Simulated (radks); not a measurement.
Results of a calculation; reference values are marked as such.
Cs I, 55 electrons, occupied as [Xe] 6p1 (not the ground configuration). Level of theory: scalar-relativistic Kohn-Sham, PBE, spin-polarised, spherical densities, point nucleus; open shells are filled with parallel spins first (spin-orbit coupling, left out, can overturn this in heavy ions) (a radial shooting solver on a logarithmic mesh with Libxc functionals).

Local quantities along the radius. ELF = 1/(1 + alpha^2) is the electron localisation function; alpha = (tau - tau_W)/tau_unif compares the Pauli kinetic energy density with that of the uniform gas (summed over spins). tau is taken from the large components.

```
   r/bohr * ELF (the largest magnitude, 0.999, reaches the edge; | marks zero)
   0.0024 |                                                      *
 0.003332 |                                                      *
 0.004588 |                                                      *
  0.00637 |                                                      *
 0.008772 |                                                      *
  0.01218 |                                                     *
  0.01677 |                                                   *
  0.02328 |                                        *
  0.03206 |                     *
   0.0445 |                  *
  0.06129 |                                  *
  0.08508 |                                        *
   0.1172 |                          *
   0.1626 |                  *
    0.224 |                                     *
   0.3109 |                                     *
   0.4282 |          *
   0.5944 |                                  *
   0.8186 |                                       *
    1.127 |                 *
    1.565 |                          *
    2.155 |                                            *
    2.992 |                             *
     4.12 |*
    5.719 |          *
    7.876 |                         *
    10.93 |             *
    15.06 | *
     20.9 *
```

On this mesh the ELF has minima near r = 0.038, 0.14, 0.43, 1.3, 4.1 bohr, which separate the shells, and maxima near 0.085 (0.75), 0.26 (0.76), 0.70 (0.77), 2.2 (0.82), 7.9 (0.47).

Self-consistent cycle (total energy in hartree, residual of the potential): 1: -7786.476863, 3e+00; 2: -7786.733320, 2e+00; 3: -7786.872278, 3e-01; 4: -7786.883911, 9e-03; 5: -7786.883822, 3e-03; 6: -7786.883817, 4e-04; 7: -7786.883792, 5e-04; 8: -7786.883795, 2e-04; 9: -7786.883796, 3e-05; 10: -7786.883796, 3e-05; 11: -7786.883796, 2e-06; 12: -7786.883796, 4e-07; 13: -7786.883796, 2e-07; 14: -7786.883796, 8e-08; 15: -7786.883796, 1e-08; 16: -7786.883796, 4e-09.
